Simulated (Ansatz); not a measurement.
Steps of a relaxation of `CCC[TeH]` with RKS PBE-D4/def2-SVP.

```sh
$ ansatz run in.yaml --threads 4 --pin off --events-out ev --progress --plain --max-ram 10444MiB
```

```yaml
crystal:
  periodic: [false, false, false]
  atoms:
    - {symbol: C, position_ang: [0.114700, 1.614400, -0.221800]}
    - {symbol: C, position_ang: [-0.110000, 0.390600, 0.599200]}
    - {symbol: C, position_ang: [-0.011400, -0.857200, -0.277900]}
    - {symbol: Te, position_ang: [-0.152800, -2.605700, 0.938900]}
    - {symbol: H, position_ang: [-0.029400, 2.544000, 0.402900]}
    - {symbol: H, position_ang: [-0.713700, 1.726500, -1.024500]}
    - {symbol: H, position_ang: [1.097500, 1.677300, -0.704100]}
    - {symbol: H, position_ang: [-1.068900, 0.426500, 1.075600]}
    - {symbol: H, position_ang: [0.673100, 0.390900, 1.438200]}
    - {symbol: H, position_ang: [1.026500, -0.894800, -0.716900]}
    - {symbol: H, position_ang: [-0.768600, -0.860200, -1.034200]}
    - {symbol: H, position_ang: [0.019900, -3.607600, -0.441400]}
basis:
  gaussian: {orbitals: def2-SVP}
hamiltonian: {xc: pbe, dispersion: d4}
relax: {f_tol: 0.03, max_steps: 200}
```

Positions (Å) and forces (eV/Å) along the path, 6 of 6 steps:

```xyz
12
step=1 energy=-10527.2206 eV
C     0.115    1.614   -0.222   -1.824    1.939   -0.730
C    -0.110    0.391    0.599    1.824   -0.592    0.311
C    -0.011   -0.857   -0.278    1.967    0.534    0.897
Te   -0.153   -2.606    0.939   -0.127   -1.037   -0.082
H    -0.029    2.544    0.403    0.285   -0.402   -0.253
H    -0.714    1.726   -1.024    1.076   -0.231    0.655
H     1.097    1.677   -0.704    0.316   -0.094   -0.189
H    -1.069    0.426    1.076   -1.234    0.087    0.660
H     0.673    0.391    1.438   -0.678   -0.302   -0.662
H     1.026   -0.895   -0.717   -0.712    0.015   -0.089
H    -0.769   -0.860   -1.034   -0.838   -0.071   -0.960
H     0.020   -3.608   -0.441   -0.055    0.154    0.443
12
step=2 energy=-10527.4011 eV
C     0.091    1.690   -0.218   -0.564    0.588   -0.481
C    -0.101    0.421    0.588    0.590   -0.637    0.591
C     0.037   -0.850   -0.257    0.364    0.125   -0.201
Te   -0.168   -2.727    0.898    0.005    0.387    0.516
H    -0.022    2.604    0.414    0.062   -0.239   -0.068
H    -0.679    1.780   -1.036    0.345   -0.083    0.316
H     1.085    1.740   -0.699    0.158   -0.032   -0.051
H    -1.082    0.434    1.084   -0.360    0.003    0.171
H     0.658    0.385    1.417   -0.227    0.057   -0.218
H     1.027   -0.852   -0.773   -0.240   -0.160    0.114
H    -0.760   -0.891   -1.010   -0.180   -0.011   -0.330
H    -0.008   -3.789   -0.375    0.048    0.003   -0.358
12
step=3 energy=-10527.4520 eV
C     0.083    1.679   -0.215   -0.113    0.276   -0.148
C    -0.097    0.397    0.591    0.119   -0.223    0.073
C     0.037   -0.851   -0.286   -0.011    0.101    0.132
Te   -0.170   -2.671    0.955    0.016    0.192   -0.069
H    -0.022    2.583    0.422    0.020   -0.056    0.001
H    -0.675    1.765   -1.025    0.046   -0.044    0.078
H     1.079    1.728   -0.700    0.050   -0.028    0.017
H    -1.087    0.403    1.094   -0.039   -0.014   -0.009
H     0.659    0.353    1.409   -0.032    0.051   -0.052
H     1.028   -0.882   -0.784   -0.066   -0.086    0.060
H    -0.755   -0.877   -1.060    0.001   -0.080    0.001
H    -0.002   -3.684   -0.368    0.010   -0.090   -0.082
12
step=4 energy=-10527.4572 eV
C     0.081    1.686   -0.217   -0.009    0.126   -0.084
C    -0.094    0.401    0.591    0.007   -0.145    0.023
C     0.035   -0.851   -0.280   -0.008    0.049    0.038
Te   -0.170   -2.667    0.947   -0.014    0.012   -0.001
H    -0.022    2.587    0.423    0.008   -0.020    0.016
H    -0.678    1.768   -1.023   -0.006   -0.022    0.012
H     1.079    1.734   -0.701    0.010   -0.018    0.017
H    -1.086    0.406    1.095    0.004   -0.004   -0.018
H     0.661    0.363    1.407    0.005    0.024   -0.011
H     1.028   -0.905   -0.769   -0.029    0.011   -0.001
H    -0.754   -0.890   -1.058    0.030   -0.004    0.018
H    -0.002   -3.686   -0.381    0.002   -0.006   -0.009
12
step=5 energy=-10527.4578 eV
C     0.080    1.688   -0.218    0.012    0.048   -0.037
C    -0.093    0.400    0.591   -0.014   -0.060    0.010
C     0.036   -0.850   -0.278   -0.009    0.019    0.013
Te   -0.172   -2.667    0.946   -0.006   -0.012   -0.001
H    -0.023    2.586    0.424    0.001   -0.007    0.012
H    -0.679    1.766   -1.024   -0.012   -0.011    0.000
H     1.079    1.734   -0.700   -0.002   -0.010    0.010
H    -1.085    0.403    1.094    0.007    0.004   -0.008
H     0.663    0.366    1.406    0.009    0.014    0.000
H     1.028   -0.904   -0.768    0.001    0.002   -0.007
H    -0.752   -0.891   -1.055    0.013    0.007    0.004
H    -0.004   -3.686   -0.383    0.000    0.006    0.004
12
step=6 energy=-10527.4581 eV
C     0.077    1.688   -0.220   -0.001   -0.001    0.000
C    -0.090    0.399    0.592    0.001    0.002    0.001
C     0.039   -0.850   -0.276    0.001    0.001    0.001
Te   -0.192   -2.668    0.943   -0.002   -0.002    0.003
H    -0.022    2.584    0.425    0.000    0.001    0.000
H    -0.689    1.764   -1.020   -0.002    0.001   -0.002
H     1.073    1.733   -0.707    0.001    0.000   -0.002
H    -1.080    0.403    1.097    0.000   -0.001    0.002
H     0.670    0.371    1.404    0.000    0.000    0.001
H     1.033   -0.909   -0.760    0.000    0.000    0.001
H    -0.743   -0.885   -1.059    0.000    0.001   -0.001
H     0.000   -3.685   -0.383    0.001   -0.001   -0.003
```

Hardware: 4 threads of an Arm Neoverse V2 on a shared host. Wall time 7.5 s, peak host memory 0.15 GiB.
